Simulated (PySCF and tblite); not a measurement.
The numbers below are computed, except where a source is named.
Dynamics report: pyramidal inversion

System: C3H10N2Si, numbered as in [SiH3:1][NH:2][CH:3]1[CH2:4][NH:5][CH2:6]1.

Motion: pyramidal inversion at N5. Geometries: GFN2-xTB; energies: PBE0/pcSseg-1 + D3(BJ); zero-point and thermal terms from GFN2-xTB harmonic modes (soft modes blended into free rotors). Rate constants are transition-state-theory values, counting equivalent paths, without tunnelling. Programs: tblite and PySCF.

```json
{"point": "start", "symmetry": "C1", "E(GFN2) kcal/mol": "0.0", "E(DFT) kcal/mol": "0.0", "ZPE change kcal/mol": "0.00", "lowest mode cm⁻¹": "55", "dipole D": "1.51"}
{"point": "saddle", "symmetry": "C1", "E(GFN2) kcal/mol": "5.7", "E(DFT) kcal/mol": "5.1", "ZPE change kcal/mol": "-1.10", "lowest mode cm⁻¹": "649i", "dipole D": "0.95"}
{"point": "end", "symmetry": "C1", "E(GFN2) kcal/mol": "0.0", "E(DFT) kcal/mol": "0.9", "ZPE change kcal/mol": "0.02", "lowest mode cm⁻¹": "60", "dipole D": "1.26"}
```

| Quantity | Value |
| --- | --- |
| Electronic barrier | 5.1 kcal/mol |
| Barrier with zero-point energy | 4.0 kcal/mol |
| ΔH‡ (298 K) | 3.9 kcal/mol |
| ΔS‡ (298 K, symmetry apart) | -0.7 cal/(mol K) |
| Paths | 1 equivalent path |
| End point | a different minimum |
| Mean lifetime of the start against this motion at 298 K | 170 ps |
| Cost | 46 s on 1 thread of Arm Neoverse V2, shared host (rough), peak memory 0.82 GiB, launched as `OMP_NUM_THREADS=1 python ens_run.py task.json out` |

```csv
T/K,ΔG‡ kcal/mol,k s⁻¹,ΔG kcal/mol,k back s⁻¹
200,4.1,1.4×10⁸,0.9,1.2×10⁹
250,4.1,1.3×10⁹,0.9,7.6×10⁹
298,4.1,5.8×10⁹,0.9,2.5×10¹⁰
350,4.2,1.8×10¹⁰,0.9,6.5×10¹⁰
400,4.2,4.2×10¹⁰,0.9,1.3×10¹¹
500,4.3,1.4×10¹¹,0.9,3.5×10¹¹
```

ΔG and ΔG‡ leave out symmetry numbers and mirror images; rates count paths: 1 out, 1 back.
